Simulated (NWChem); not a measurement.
System: H₄PO₄ cation; SMILES OP(=O)(O)[OH2+]

```xyz
9

O      1.4285     0.7952    -0.0687
P      0.0662     0.2912    -0.0113
O     -0.8665     0.3770     1.2391
O     -0.9689     0.3332    -1.1759
O      0.3262    -1.5455    -0.0076
H     -0.4745     0.7499     2.0474
H     -0.6190     0.5007    -2.0680
H      1.2313    -1.8697     0.1619
H     -0.3587    -2.1977     0.2341
```
Atoms are numbered in this order, from 1.

Level: PBE0/def2-SVP (NWChem), optimised geometry, unscaled harmonic frequencies. 

```
frequency (cm⁻¹)  IR intensity (km/mol)
----------------  ---------------------
196                                31.0
211                                86.5
265                                14.5
316                                26.3
357                                67.8
372                                66.1
404                               151.6
411                               141.5
442                                20.7
531                               333.7
794                                 3.1
882                               202.6
931                               142.1
965                               137.4
1117                              141.9
1434                              213.5
1575                              143.1
3692                              289.6
3796                              661.2
3800                              300.8
3803                              130.2
```

```yaml
zero_point_energy: 37.6 kcal/mol
thermal correction to the enthalpy at 298.15 K (with zero-point energy): 42.5 kcal/mol
heat capacity Cv: 24.0 cal/(mol K)
entropy at 298.15 K and 1 atm (symmetry number 1): 78.9 cal/(mol K)
```

Rigid rotor and harmonic oscillator.
